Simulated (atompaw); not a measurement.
An all-electron radial function and its pseudo partner (phosphorus)

Columns: radius, all-electron u(r) and pseudo u(r) of the 3s shell (level -13.92 eV) of phosphorus in the configuration [Ne] 3s2 3p3; PBEsol, scalar-relativistic, PAW (atompaw) scheme, atompaw 4.2.0.5.

| r (bohr) | all-electron | pseudo |
| --- | --- | --- |
| 0.062 | 0.1950 | 0.0406 |
| 0.123 | 0.0493 | 0.0805 |
| 0.185 | -0.1449 | 0.1212 |
| 0.246 | -0.2875 | 0.1613 |
| 0.308 | -0.3623 | 0.2021 |
| 0.369 | -0.3733 | 0.2423 |
| 0.431 | -0.3356 | 0.2831 |
| 0.492 | -0.2651 | 0.3233 |
| 0.554 | -0.1722 | 0.3638 |
| 0.615 | -0.0698 | 0.4034 |
| 0.677 | 0.0382 | 0.4431 |
| 0.738 | 0.1429 | 0.4814 |
| 0.800 | 0.2442 | 0.5193 |
| 0.862 | 0.3380 | 0.5560 |
| 0.923 | 0.4216 | 0.5906 |
| 0.985 | 0.4972 | 0.6239 |
| 1.046 | 0.5622 | 0.6545 |
| 1.108 | 0.6189 | 0.6832 |
| 1.169 | 0.6658 | 0.7087 |
| 1.231 | 0.7049 | 0.7315 |
| 1.292 | 0.7354 | 0.7507 |
| 1.354 | 0.7589 | 0.7667 |
| 1.415 | 0.7754 | 0.7787 |
| 1.477 | 0.7860 | 0.7871 |
| 1.538 | 0.7911 | 0.7913 |
| 1.600 | 0.7915 | 0.7915 |

Question: How many radial nodes do the two functions have?

Answer: The all-electron 3s function has n − l − 1 = 2; the pseudo-wave has 0, since the states of the same l below it are removed with the core.

Question: Is the pseudo-wave norm-conserving?

Answer: No, it belongs to a PAW set: the norm inside the radius is not constrained, and the difference is carried by the augmentation charge.
